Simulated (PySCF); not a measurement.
## Partial charges of `C=CCC1CCC1`

Species: C7H12.
Cartesian coordinates in Å at the GFN2-xTB level; atoms count from 1:
```
atom  x, y, z in Å
C1     2.7980   -0.3410    1.0691
C2     2.0179   -0.6378    0.0473
C3     1.0154    0.2924   -0.5563
C4    -0.3956   -0.2829   -0.4764
C5    -1.5357    0.6219   -0.9796
C6    -2.3063    0.3550    0.3220
C7    -1.0537   -0.3076    0.9150
H8     3.5044   -1.0454    1.4743
H9     2.7688    0.6275    1.5411
H10    2.0679   -1.6190   -0.4075
H11    1.2638    0.4557   -1.6102
H12    1.0471    1.2569   -0.0452
H13   -0.4168   -1.2649   -0.9537
H14   -2.0251    0.3056   -1.8989
H15   -1.2277    1.6606   -1.0846
H16   -2.6697    1.2367    0.8457
H17   -3.1333   -0.3398    0.1902
H18   -0.5333    0.3260    1.6307
H19   -1.1960   -1.2909    1.3580
```

Density: PBE0/pcSseg-1 (PySCF); schemes: Mulliken, IAO, Hirshfeld and ESP-fitted. One conformer (not necessarily the lowest) at the GFN2-xTB geometry, without solvent, vibrations or thermal averaging.

Task: At which atom do the 4 schemes differ most?

Result: At C4: from -0.379 (Mulliken) to +0.270 e (ESP-fitted), 0.649 e apart.

Task: For which atoms does the sign change between the 4 schemes (beyond +0.03 e in one, beyond −0.03 e in another)?

Result: C2 and C4.

Task: Tabulate the Mulliken, IAO, Hirshfeld and ESP-fitted charges.

Result: In e:

```
atom                environment  Mulliken     IAO  Hirshfeld  ESP-fitted
  C1       terminal =CH2 carbon    -0.146  -0.328     -0.110      -0.554
  C2           alkene CH carbon    -0.228  -0.126     -0.035      +0.053
  C3             allylic carbon    -0.102  -0.259     -0.070      -0.442
  C4  four-membered-ring carbon    -0.379  -0.101     -0.020      +0.270
  C5  four-membered-ring carbon    -0.132  -0.270     -0.073      -0.182
  C6  four-membered-ring carbon    -0.234  -0.265     -0.072      -0.009
  C7  four-membered-ring carbon    -0.131  -0.270     -0.075      -0.225
  H8           vinylic hydrogen    +0.112  +0.149     +0.043      +0.196
  H9           vinylic hydrogen    +0.105  +0.141     +0.042      +0.211
 H10           vinylic hydrogen    +0.100  +0.139     +0.043      +0.099
 H11         methylene hydrogen    +0.133  +0.141     +0.041      +0.121
 H12         methylene hydrogen    +0.103  +0.128     +0.039      +0.171
 H13           methine hydrogen    +0.112  +0.125     +0.035      +0.016
 H14         methylene hydrogen    +0.120  +0.133     +0.035      +0.035
 H15         methylene hydrogen    +0.106  +0.130     +0.037      +0.053
 H16         methylene hydrogen    +0.117  +0.133     +0.035      +0.023
 H17         methylene hydrogen    +0.116  +0.135     +0.037      +0.033
 H18         methylene hydrogen    +0.108  +0.132     +0.035      +0.085
 H19         methylene hydrogen    +0.120  +0.134     +0.034      +0.047
```

Mean size of the charges over all atoms: IAO 0.170 e, ESP-fitted 0.149 e, Mulliken 0.142 e, Hirshfeld 0.048 e. Each set sums to the total charge, 0, to within 0.001 e. The IAO scheme counts the electrons in orthogonalised intrinsic atomic orbitals, a minimal basis polarised so that it spans the occupied orbitals exactly. The Hirshfeld scheme divides the density at each point in proportion to the densities of the neutral, spherically averaged free atoms.

Task: How closely do the schemes follow one another over all atoms?

Result: Correlation coefficient and root-mean-square difference: IAO with Hirshfeld 1.00, 0.131 e; Mulliken with IAO 0.84, 0.101 e; Mulliken with Hirshfeld 0.81, 0.119 e; Hirshfeld with ESP-fitted 0.77, 0.170 e; IAO with ESP-fitted 0.73, 0.145 e; Mulliken with ESP-fitted 0.30, 0.219 e.

Task: Sum the charges by element.

Result: 
| element | atoms | Mulliken | IAO | Hirshfeld | ESP-fitted |
| --- | --- | --- | --- | --- | --- |
| C | 7 | -1.352 | -1.619 | -0.456 | -1.090 |
| H | 12 | +1.352 | +1.619 | +0.456 | +1.089 |
